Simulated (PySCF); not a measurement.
# Computed properties of FH3HfS3, SMILES [F][Hf]([SH])([SH])[SH], multiplicity 1

Hf(F)(SH)3 (FH3HfS3), SMILES [F][Hf]([SH])([SH])[SH], multiplicity 1. The structure is a stationary point at PBE0-D3(BJ)/def2-SVP. The multiplicity is an assumed one; no other spin state was optimised. The structure was generated by enumeration; whether it is a known compound was not checked. The def2 effective core potentials stand for the cores of Hf; spin–orbit coupling is left out. One conformer was computed; it need not be the lowest. All values are computed for the isolated molecule unless a solvent is named; none is compared with measurement here.

**Structure.** All 18 harmonic modes at PBE0-D3(BJ)/def2-SVP (PySCF) are real, so it is a minimum. With heavy atoms numbered as in [Hf:1]([F:2])([SH:3])([SH:5])[SH:7], the shortest bond between them is Hf1–F2 at 1.903 Å and the longest Hf1–S7 at 2.434 Å.

**Vibrations.** The strongest infrared lines (harmonic, unscaled, degenerate partners summed) lie at 669 cm⁻¹ (89 km/mol, F 88 %, Hf 11 %), 366 cm⁻¹ (48 km/mol, S 70 %, Hf 22 %), 471 cm⁻¹ (44 km/mol, H 77 %, S 20 %). The softest mode is at 78 cm⁻¹ and the zero-point energy is 17.7 kcal/mol.

**Electronic structure.** ωB97X/def2-TZVP (PySCF) places the frontier levels at -10.19 and 0.21 eV, a gap of 10.40 eV, and gives a dipole moment of 1.00 D and a mean polarisability of 96.3 bohr³. PBE/def2-TZVP (PySCF) at the same geometry gives -6.66 and -2.69 eV, so its gap is 6.43 eV narrower. An orbital gap is neither the optical nor the fundamental gap.

**Excitations.** TDA-CAM-B3LYP/def2-SVPD (PySCF) has S1 at 4.87 eV (255 nm, f = 0.020, weak); the most intense of the 10 singlets computed lies at 5.51 eV (f = 0.07). T1 (TDA) is at 4.52 eV, 0.35 eV under S1. TDA-PBE/def2-SVPD (PySCF) puts S1 at 4.05 eV. No vertical singlet excitation falls in the visible range (under 3.1 eV).
